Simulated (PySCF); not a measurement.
# Which determinant of GeN lies lowest?

Unrestricted PBE0; basis Ge aug-cc-pVDZ-PP with ECP10, N aug-cc-pVDZ; scalar-relativistic core potentials; PySCF 2.14. Outer shells of the fragments: Ge 3d10 4s2 4p2; N 2s2 2p3.

Followed along the bond (rough minima from three points):

```tsv
2Ms+1	unpaired	⟨S²⟩ at the start	R at minimum (Å)	Te (eV)
2	π ↑	0.80	1.75	0.00
2	σ ↑	0.92	1.68	0.08
4	π ↑↑↑	3.76	none in the scan	≤ 1.74
6	σ ↑, π ↑↑↑↑	8.76	none in the scan	≤ 3.94
```

Solutions found at the starting distance of 1.815 Å, counted from the lowest of them; the search is not exhaustive and high or unbound solutions are not listed, so other states can lie among these:

| 2Ms+1 | unpaired | term | E (eV) | ⟨S²⟩ | ⟨Lz²⟩ | μ (D) |
| --- | --- | --- | --- | --- | --- | --- |
| 2 | π ↑ | ²Π | 0.00 | 0.80 | 1.01 | -3.19 |
| 2 | σ ↑ | ²Σ⁺ | 0.33 | 0.92 | 0.00 | -3.39 |
| 4 | π ↑↑↑ | ⁴Π | 2.05 | 3.76 | 1.01 | -0.72 |
| 4 | σ ↑, π ↑↑ | mixed | 2.19 | 3.77 | 2.01 | -1.55 |
| 2 | π ↑↑↓ | mixed | 2.64 | 1.76 | 3.02 | -0.69 |
| 4 | σ ↑, π ↑↑ | mixed | 2.65 | 3.76 | 2.00 | -1.64 |
| 2 | σ ↓, π ↑↑ | mixed | 2.83 | 1.77 | 2.01 | -1.59 |
| 2 | σ ↓, π ↑↑ | mixed | 3.31 | 1.77 | 2.01 | -1.72 |
| 6 | σ ↑, π ↑↑↑↑ | ⁶Σ⁺ | 4.53 | 8.76 | 0.00 | 0.78 |
| 4 | σ ↑, π ↑↑ | ⁴Σ⁻ | 5.38 | 3.75 | 0.00 | -1.40 |

A term symbol is given only where ⟨S²⟩ and ⟨Lz²⟩ are close to those of a pure state; real π, δ and φ orbitals otherwise mix terms. A positive dipole means Ge(−)N(+).

**Question.** Compare the gap between the two lowest followed solutions at the starting distance with the gap between their minima.

**Answer.** At PBE0 the second solution (doublet, unpaired electrons σ ↑) lies +0.33 eV from the first (doublet, unpaired electrons π ↑) at 1.815 Å and +0.08 eV at the minima; the two curves relax by different amounts, since their minima lie near 1.68 and 1.75 Å.

Spin–orbit coupling is left out. Counting both spins, an empty level lies below a filled one in some of these solutions, because spin and occupation are held.
